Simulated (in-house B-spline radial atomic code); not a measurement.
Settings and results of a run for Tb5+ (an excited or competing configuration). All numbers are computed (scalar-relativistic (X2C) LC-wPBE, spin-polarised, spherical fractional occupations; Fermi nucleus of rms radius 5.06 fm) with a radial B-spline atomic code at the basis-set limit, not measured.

Command:
```bash
python run_scf.py task.json out
```
Settings (nuclear radius in fm, mass in u):
```
Z                65
configuration    [Kr] 4d9 4f7 5s2 5p6
hamiltonian      x2c
method           lc_wpbe
spin_polarised   True
nucleus          fermi
rms_radius       5.06
atomic_mass      158.92535
speed_of_light   137.035999084
```

Output (hartree, bohr):
```
 radial grid: 68 intervals, B-splines of order 8, outer radius 25.4386 bohr

 iter        energy (Eh)    residual
    1      -11650.913228    8.73e-01
    2      -11673.034359    1.18e+00
    3      -11696.167922    2.77e-01
    4      -11697.370382    1.05e-01
    5      -11697.471361    2.00e-02
    6      -11697.477326    1.06e-02
    7      -11697.479250    9.12e-04
    8      -11697.479269    2.14e-04
    9      -11697.479270    1.52e-05
   10      -11697.479270    1.34e-06
   11      -11697.479270    8.98e-08

 total energy                    -11697.47927
 kinetic                           12800.8935
 electron-nucleus                 -28638.7291
 Hartree                            4397.0344
 exact exchange                      -13.0679
 exchange-correlation               -243.6102

 orbital      occ     eigenvalue          <r>       <r^2>       <1/r>       r_max
 1s up      1.000     -1903.9005    0.0207809 0.000598597     78.5934     0.01278
 1s down    1.000     -1903.9003    0.0207809 0.000598596     78.5934     0.01278
 2s up      1.000      -318.3604    0.0908136  0.00980227     18.1595     0.07736
 2s down    1.000      -318.3364    0.0908096  0.00980136     18.1605     0.07736
 2p up      3.000      -283.7813    0.0804449  0.00791651      15.955     0.06233
 2p down    3.000      -283.7628    0.0804402  0.00791551     15.9557     0.06233
 3s up      1.000       -73.2238     0.239018   0.0654237     6.52154      0.2199
 3s down    1.000       -73.0971     0.238744   0.0652688      6.5305      0.2198
 3p up      3.000       -62.5113     0.237622   0.0655474     5.91395      0.2157
 3p down    3.000       -62.3839     0.237291   0.0653585     5.92248      0.2155
 3d up      5.000       -48.2898     0.216614   0.0551431     5.55585      0.1764
 3d down    5.000       -48.1824      0.21624   0.0549325      5.5633      0.1763
 4s up      1.000       -17.1440     0.538581    0.327379     2.71503      0.5043
 4s down    1.000       -16.8279     0.538894    0.327802     2.71185      0.5041
 4p up      3.000       -13.5784     0.568331    0.367182     2.45048      0.5254
 4p down    3.000       -13.2649     0.568998    0.368166     2.44637      0.5252
 4d up      5.000        -8.6145     0.612874    0.434661     2.16142      0.5438
 4d down    4.000        -8.2142     0.615003    0.438168     2.15415      0.5437
 4f up      7.000        -3.1698     0.729931    0.654463     1.70951      0.5341
 5s up      1.000        -4.3638      1.23406     1.70375     1.09605       1.135
 5s down    1.000        -4.2446      1.25524     1.76167     1.07095       1.151
 5p up      3.000        -3.3554      1.38109     2.14104    0.955432       1.255
 5p down    3.000        -3.2674      1.40709     2.22037     0.93206       1.276
```

Cost of the run: 1 s on 1 thread of Intel(R) Xeon(R) Platinum 8559C, with other jobs on the host.

Caution: exact exchange at fractional occupations of open shells leaves self-interaction of up to several eV.

One-electron X2C: radii and densities carry no picture-change correction, so inner-shell <1/r> comes out high (for 1s by about 2 % at Z = 33, 5 % at 54, 10 % at 75, 30 % at 118) and <r> low.
